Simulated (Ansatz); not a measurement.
Frontier orbitals of `[SiH3][GeH2][SiH2][GeH3]`.

Cartesian coordinates in Å:
```
Si 1.032 -1.879 -1.097
Ge -1.067 -0.763 -0.994
Si -0.781 1.448 -0.159
Ge 0.343 1.379 1.936
H 1.975 -1.100 -1.941
H 1.600 -1.991 0.273
H 0.886 -3.243 -1.670
H -1.718 -0.729 -2.390
H -2.011 -1.537 -0.055
H 0.035 2.232 -1.127
H -2.098 2.124 -0.004
H 1.745 0.771 1.758
H 0.495 2.786 2.540
H -0.437 0.503 2.930
```

The species carries charge 0 and has multiplicity 1. Correlated methods include outer-core shells of Ge, which these sets cover unevenly. Scalar relativity is left out up to krypton. The structure was optimised at the PBE0-D4/def2-TZVP level. It is one conformer, not always the lowest. Basis def2-TZVPP, Ansatz 0.2.0.

Orbital energies of one run (eV). Highest occupied ones, from the top: -7.60, -7.98, -8.63, -9.27, -9.29, -9.50, -9.79, -10.05, -10.16, -13.26, -14.28, -15.41, -16.26, -32.73. Empty: -0.38, -0.34, -0.08, 0.16, 0.22, 0.48.

Which functional gave them?
A. ωB97X-V
B. BHLYP
C. BLYP
D. B3LYP

D. HOMO energies: B3LYP -7.60, ωB97X-V -9.96, BHLYP -8.70, BLYP -6.63 eV.

B3LYP here is the variant with VWN-RPA as its local correlation; programs differ in this.
